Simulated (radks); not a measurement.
Values are calculated unless marked as measured or tabulated.
Species: Sn2+. Configuration: [Kr] 4d10 5s2. Level of theory: non-relativistic Kohn-Sham, exchange-only PBE, spin-polarised, spherical densities, point nucleus; relativity is left out, which matters for an element this heavy (a radial shooting solver on a logarithmic mesh with Libxc functionals).

Normalised radial functions P(r) = r R(r), r in bohr:

| r | 4p | 5s |
|---|---|---|
| 0.00271 | 0.0041 | 0.0359 |
| 0.004141 | 0.0093 | 0.0509 |
| 0.006328 | 0.0205 | 0.0691 |
| 0.00967 | 0.0440 | 0.0873 |
| 0.01478 | 0.0902 | 0.0972 |
| 0.02258 | 0.1725 | 0.0831 |
| 0.0345 | 0.2947 | 0.0260 |
| 0.05272 | 0.4169 | -0.0743 |
| 0.08056 | 0.4089 | -0.1580 |
| 0.1231 | 0.0906 | -0.1001 |
| 0.1881 | -0.4663 | 0.1277 |
| 0.2874 | -0.6264 | 0.2315 |
| 0.4392 | 0.1598 | -0.0849 |
| 0.6712 | 1.1065 | -0.3737 |
| 1.026 | 1.0327 | 0.0100 |
| 1.567 | 0.3930 | 0.6291 |
| 2.414 | 0.0564 | 0.7052 |
| 3.689 | 0.0024 | 0.3212 |
| 5.637 | 0.0000 | 0.0527 |

4p: eigenvalue -103.47 eV, 2 radial nodes at r = 0.133, 0.413 bohr, <r> = 0.899 bohr, 90 % of the charge inside 1.32 bohr. 5s: eigenvalue -24.217 eV, 4 radial nodes at r = 0.0391, 0.151, 0.405, 1.02 bohr, <r> = 2.32 bohr, 90 % of the charge inside 3.38 bohr.
